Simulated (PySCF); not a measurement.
Molecule: SMILES N#CCB(Cl)Cl, C$_{2}$H$_{2}$BCl$_{2}$N.

Cartesian coordinates in Å; atom numbers follow the order of the lines, from 1:
```xyz
8

N    -0.877    2.224    0.383
C    -0.414    1.276   -0.091
C     0.171    0.090   -0.686
B     1.580   -0.354   -0.128
Cl    2.366   -1.716   -0.891
Cl    2.351    0.445    1.205
H    -0.518   -0.766   -0.558
H     0.259    0.224   -1.779
```

Geometry PBE0-D3(BJ)/def2-SVP throughout; GIAO in PySCF 2.14.0 with density-fitted response routines, gas phase, one conformer, non-relativistic; equivalent atoms averaged; functional PBE0.

For orientation, def2-TZVP gives these absolute shieldings σ: N1 -33.8, C2 67.4, C3 168.4, B4 41.2, Cl5/Cl6 639.6, H7/H8 28.99 ppm.

A run gave: N1 -51.7, C2 62.9, C3 171.3, B4 30.9, Cl5/Cl6 664.8, H7/H8 30.37 ppm (absolute shieldings σ).

Which basis set was used in that run?
A. IGLO-III
B. 6-311+G(2d,p)
C. pcSseg-1
D. cc-pVTZ
E. pcSseg-0

Answers

E. H7/H8 tells them apart best: pcSseg-0 gives 30.37, cc-pVTZ gives 28.75, pcSseg-1 gives 28.91, IGLO-III gives 28.80, 6-311+G(2d,p) gives 28.96 ppm.
